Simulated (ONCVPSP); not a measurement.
**Cutoff test, Hf, ONCV**

Hf, optimised norm-conserving Vanderbilt (ONCV), made with ONCVPSP 4.0.1 (PBE, scalar-relativistic). Core [Kr] 4d10, reference 4f13 5s2 5p6 5d3 6s2. Waves: 5s+6s: rc 1.85 bohr, ncon 4, nbas 7, qcut 7.9 1/bohr, 3 projectors, debl 3.7 Ha; 5p: rc 1.35 bohr, ncon 4, nbas 9, qcut 6.3 1/bohr, 2 projectors, debl 2.2 Ha; 5d: rc 2.55 bohr, ncon 4, nbas 9, qcut 6.9 1/bohr, 2 projectors, debl 2.3 Ha; 4f: rc 0.65 bohr, ncon 4, nbas 8, qcut 28.8 1/bohr, 2 projectors, debl 1.2 Ha. Local part: polynomial inside 0.40 bohr (lpopt 3, dvloc0 0 Ha). Core correction: none.

Q: For each optimised wave give the share of its norm inside rc, the residual kinetic energy above qcut (Ha) and the cutoffs (Ha) for errors of 10, 1, 0.1 and 0.01 mHa per electron.

A:

| wave | norm inside rc | residual KE | 10 mHa | 1 mHa | 0.1 mHa | 0.01 mHa |
| --- | --- | --- | --- | --- | --- | --- |
| 5s | 0.960 | 1.7e-07 | 14.4 | 19.0 | 22.7 | 25.8 |
| 6s | 0.069 | 1.1e-07 | 11.4 | 17.6 | 22.1 | 25.7 |
| s projector 3 | 0.117 | 2.9e-06 | 17.5 | 22.8 | 26.6 | 29.8 |
| 5p | 0.582 | 3.3e-03 | 15.6 | 53.2 | 142.8 | 168.3 |
| p projector 2 | 0.115 | 2.1e-03 | 13.5 | 22.7 | 65.6 | 176.2 |
| 5d | 0.692 | 2.6e-09 | 9.3 | 12.7 | 15.4 | 17.9 |
| d projector 2 | 0.286 | 1.8e-07 | 11.2 | 14.0 | 16.1 | 18.3 |
| 4f | 0.597 | 5.0e-07 | 278.9 | 321.6 | 355.8 | 382.4 |
| f projector 2 | 0.001 | 1.3e-09 | 103.5 | 185.1 | 248.6 | 298.5 |

The occupied waves need 322 Ha and 356 Ha for 1 and 0.1 mHa. Rows with under 1 % of the norm inside rc give no meaningful cutoff. Note: ghosts flagged at negative energy: s at -1559.9 eV, p at -815.4 eV, d at -172.1 eV; GHOST(+) flagged for s at 185.5 eV. A true bound ghost makes a file unfit for plane-wave use. Its largest configuration-test error is -354 meV.
